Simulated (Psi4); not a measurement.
C2H5CdF, singlet, at a GFN2-xTB geometry (such geometries of metal compounds can be far from the true shape) (core potentials on Cd); B3LYP/def2-SV(P) in Psi4.

Here is a job for Psi4.
```
memory 2 GB

molecule {
0 1
  Cd    0.44868507   -0.10098370    0.41301647
  F    -0.23158909    1.78579579    0.66031460
  C    -0.79506040   -1.19662809   -0.98933067
  C    -1.37839588   -0.13556924   -1.90820136
  H    -1.58154593   -1.67934782   -0.40315202
  H    -0.23638129   -1.94540328   -1.54896807
  H    -0.60247866    0.31089774   -2.53631460
  H    -1.86042150    0.65614355   -1.32744757
  H    -2.13101643   -0.57405046   -2.56654754
}

set basis def2-sv(p)

energy('b3lyp')
print_variables()
```

Question: What does Psi4 print? Leave out banner, timings and long lists.

Answer: 
```
   => Loading Basis Set <=

    Name: DEF2-SV(P)
    Role: ORBITAL
    Keyword: BASIS

    !!!  WARNING: ECP capability is in beta. Please check occupations closely.  !!!

         ---------------------------------------------------------
                                   SCF
               by Justin Turney, Rob Parrish, Andy Simmonett
                          and Daniel G. A. Smith
                              RKS Reference
         ---------------------------------------------------------

  ==> Geometry <==

    Molecular point group: c1
    Full point group: C1

    Geometry (in Angstrom), charge = 0, multiplicity = 1:

       Center              X                  Y                   Z               Mass
    ------------   -----------------  -----------------  -----------------  -----------------
         CD           0.361224613992    -0.120629560969     0.311927230172   113.903365090000
         F           -0.319049546008     1.766149929031     0.559225360172    18.998403162730
         C           -0.882520856008    -1.216273950969    -1.090419909828    12.000000000000
         C           -1.465856336008    -0.155215100969    -2.009290599828    12.000000000000
         H           -1.669006386008    -1.698993680969    -0.504241259828     1.007825032230
         H           -0.323841746008    -1.965049140969    -1.650057309828     1.007825032230
         H           -0.689939116008     0.291251879031    -2.637403839828     1.007825032230
         H           -1.947881956008     0.636497689031    -1.428536809828     1.007825032230
         H           -2.218476886008    -0.593696320969    -2.667636779828     1.007825032230

  Running in c1 symmetry.

  Rotational constants: A =      0.20056  B =      0.09867  C =      0.06895 [cm^-1]
  Rotational constants: A =   6012.73533  B =   2958.05543  C =   2067.11717 [MHz]
  Nuclear repulsion =  175.052449197376774

  Charge       = 0
  Multiplicity = 1
  Electrons    = 46
  Nalpha       = 23
  Nbeta        = 23

  ==> Algorithm <==

  SCF Algorithm Type is DF.
  DIIS enabled.
  MOM disabled.
  Fractional occupation disabled.
  Guess Type is SAD.
  Energy threshold   = 1.00e-06
  Density threshold  = 1.00e-06
  Integral threshold = 1.00e-12

  ==> Primary Basis <==

  Basis Set: DEF2-SV(P)
    Blend: DEF2-SV(P)
    Number of shells: 38
    Number of basis functions: 76
    Number of Cartesian functions: 81
    Spherical Harmonics?: true
    Max angular momentum: 2

  Core potential: DEF2-SV(P)
    Number of shells: 4
    Number of ECP primitives: 14
    Number of ECP core electrons: 28
    Max angular momentum: 3

  ==> DFT Potential <==

   => LibXC <=

    Version 7.1.2
    S. Lehtola, C. Steigemann, M. J. T. Oliveira, and M. A. L. Marques,  SoftwareX 7, 1–5 (2018) (10.1016/j.softx.2017.11.002)

   => Composite Functional: B3LYP <=

    B3LYP Hyb-GGA Exchange-Correlation Functional

    P. J. Stephens, F. J. Devlin, C. F. Chabalowski, and M. J. Frisch,  J. Phys. Chem. 98, 11623 (1994) (10.1021/j100096a001)

    Deriv               =              1
    GGA                 =           TRUE
    Meta                =          FALSE

    Exchange Hybrid     =           TRUE
    MP2 Hybrid          =          FALSE

   => Exchange Functionals <=

    0.0800   Slater exchange
    0.7200         Becke 88

   => Exact (HF) Exchange <=

    0.2000               HF

   => Correlation Functionals <=

    0.1900   Vosko, Wilk & Nusair (VWN5_RPA)
    0.8100   Lee, Yang & Parr

   => LibXC Density Thresholds  <==

    XC_HYB_GGA_XC_B3LYP:  1.00E-15

   => Molecular Quadrature <=

    Radial Scheme          =       TREUTLER
    Pruning Scheme         =           NONE
    Nuclear Scheme         =       TREUTLER

    Blocking Scheme        =         OCTREE
    BS radius alpha        =              1
    Pruning alpha          =              1
    Radial Points          =             75
    Spherical Points       =            302
    Total Points           =         193871
[...]

    J tasked:                   Yes
    K tasked:                   Yes
    wK tasked:                   No
    Algorithm:                 Core
    Schwarz Cutoff:           1E-12
    Mask sparsity (%):       1.1080
    Fitting Condition:        1E-10

   => Auxiliary Basis Set <=

  Basis Set: (DEF2-SV(P) AUX)
    Blend: DEF2-UNIVERSAL-JKFIT
    Number of shells: 154
    Number of basis functions: 572
    Number of Cartesian functions: 755
    Spherical Harmonics?: true
    Max angular momentum: 6

  Minimum eigenvalue in the overlap matrix is 4.1512529758E-03.
  Reciprocal condition number of the overlap matrix is 6.8608457163E-04.
    Using symmetric orthogonalization.

  ==> Pre-Iterations <==

  SCF Guess: Superposition of Atomic Densities via on-the-fly atomic UHF (no occupation information).

   -------------------------
    Irrep   Nso     Nmo
   -------------------------
     A         76      76
   -------------------------
    Total      76      76
   -------------------------

  ==> Iterations <==

                           Total Energy        Delta E     RMS |[F,P]|

   @DF-RKS iter SAD:  -345.42426916487125   -3.45424e+02   0.00000e+00
   @DF-RKS iter   1:  -346.09611614260388   -6.71847e-01   1.34135e-02 DIIS/ADIIS
   @DF-RKS iter   2:  -343.52399312351656    2.57212e+00   3.28960e-02 DIIS/ADIIS
   @DF-RKS iter   3:  -346.43926321722370   -2.91527e+00   8.06980e-03 DIIS/ADIIS
   @DF-RKS iter   4:  -346.60838565659401   -1.69122e-01   4.82237e-03 DIIS/ADIIS
   @DF-RKS iter   5:  -346.66833412410779   -5.99485e-02   6.21579e-04 DIIS/ADIIS
   @DF-RKS iter   6:  -346.66926257026739   -9.28446e-04   3.24276e-04 DIIS/ADIIS
   @DF-RKS iter   7:  -346.66957011470993   -3.07544e-04   4.18758e-05 DIIS
   @DF-RKS iter   8:  -346.66957642376582   -6.30906e-06   9.39133e-06 DIIS
   @DF-RKS iter   9:  -346.66957664909779   -2.25332e-07   2.80674e-06 DIIS
   @DF-RKS iter  10:  -346.66957666932740   -2.02296e-08   4.21604e-07 DIIS
  Energy and wave function converged.

  ==> Post-Iterations <==

   Electrons on quadrature grid:
      Ntotal   =   46.0000623100 ; deviation = 6.231e-05

    Orbital Energies [Eh]
    ---------------------

    Doubly Occupied:

[...]
    Virtual:

[...]
    Final Occupation by Irrep:
              A
    DOCC [    23 ]
    NA   [    23 ]
    NB   [    23 ]

  @DF-RKS Final Energy:  -346.66957666932740

   => Energetics <=

    Nuclear Repulsion Energy =            175.0524491973767738
    One-Electron Energy =                -891.2254099818255781
    Two-Electron Energy =                 400.8544556864021615
    DFT Exchange-Correlation Energy =     -31.3510715712807340
    Empirical Dispersion Energy =           0.0000000000000000
    VV10 Nonlocal Energy =                  0.0000000000000000
    Total Energy =                       -346.6695766693273981

Computation Completed

Properties will be evaluated at   0.000000,   0.000000,   0.000000 [a0]

Properties computed using the SCF density matrix

 Multipole Moments:

 ------------------------------------------------------------------------------------
     Multipole            Electronic (a.u.)      Nuclear  (a.u.)        Total (a.u.)
 ------------------------------------------------------------------------------------

 L = 1.  Multiply by 2.5417464519 to convert [e a0] to [Debye]
 Dipole X            :         31.9662633          -31.3436833            0.6225800
 Dipole Y            :         -4.9643508            3.6355199           -1.3288309
 Dipole Z            :         30.5378462          -30.6410894           -0.1032432
 Magnitude           :                                                    1.4710733

 ------------------------------------------------------------------------------------

  Variable Map:
  ----------------------------------------------------------------------------
[...]
  Array Variable Map:
  ----------------------------------------------------------------------------
[...]
[...]
```
